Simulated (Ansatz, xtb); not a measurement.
## Relative energy of two isomers of C4H9Br

Structure a: `CC(C)(C)Br`, a singlet. Structure b: `CCCCBr`, a singlet. Both are isolated molecules in the gas phase, relaxed with B3LYP/def2-SVP, each in the lowest conformer that the search found.

Estimate which is lower in electronic energy at CCSD(T)/def2-SVP + ΔMP2/def2-TZVPP, and by roughly how much.

The CCSD(T)/def2-SVP + ΔMP2/def2-TZVPP calculation puts structure a lower, by 5.6 kcal/mol.

The same difference at several levels:

```tsv
level	geometry	E(b) − E(a) (kcal/mol)	departure from the last row (kcal/mol)	job, with rough time for the two
GFN2-xTB	GFN2-xTB	+4.5	−1.0	optimisation, 0.18 s
HF/STO-3G	GFN2-xTB	−0.3	−5.9	single point, 0.86 s
r2SCAN-D4/def2-SVP	GFN2-xTB	+5.8	+0.2	single point, 10 s
B3LYP/def2-SVP	B3LYP/def2-SVP	+2.8	−2.7	optimisation, 56 s
HF/def2-SVP	B3LYP/def2-SVP	+2.7	−2.8	part of the CCSD(T) run
MP2/def2-SVP	B3LYP/def2-SVP	+6.6	+1.0	part of the CCSD(T) run
CCSD(T)/def2-SVP	B3LYP/def2-SVP	+5.7	+0.2	single point
CCSD(T)/def2-SVP + ΔMP2/def2-TZVPP	B3LYP/def2-SVP	+5.6		single point, 2.9 min
```

As drawn, both hold the same kinds of bond in the same numbers. Structure a has 3 methyl groups, b 1.

HF/STO-3G finds them nearly level. The largest departure from CCSD(T)/def2-SVP + ΔMP2/def2-TZVPP is that of HF/STO-3G, 5.9 kcal/mol. The last row adds to CCSD(T) the change of the MP2 difference between the two basis sets, here −0.2 kcal/mol.

With thermal terms from frequencies at re-optimised GFN2-xTB minima (ideal gas, soft modes damped towards free rotors, one conformer each, 298.15 K, 1 atm): on the last row, ΔE + ΔZPE = +6.3, ΔH = +6.2, ΔG = +5.0 kcal/mol.

Tabulated enthalpies of formation at 298 K are −132.4 kJ/mol for a (CRC Handbook of Chemistry and Physics) and −107.1 kJ/mol for b (CRC Handbook of Chemistry and Physics), a difference of +6.0 kcal/mol. Calculated less tabulated ΔH, with the same thermal term: GFN2-xTB −0.9, HF/STO-3G −5.8, r2SCAN-D4/def2-SVP +0.3, B3LYP/def2-SVP −2.6, HF/def2-SVP −2.7, MP2/def2-SVP +1.2, CCSD(T)/def2-SVP +0.3, CCSD(T)/def2-SVP + ΔMP2/def2-TZVPP +0.1 kcal/mol. Handbook values carry no stated uncertainty.

The correlated steps freeze 13 core orbitals; the filled d shell of Br is correlated, in a basis made for valence electrons. Programs: Ansatz 0.2.0, xtb 6.7.1; the last row on 2 threads of Arm Neoverse N1 on a shared host.
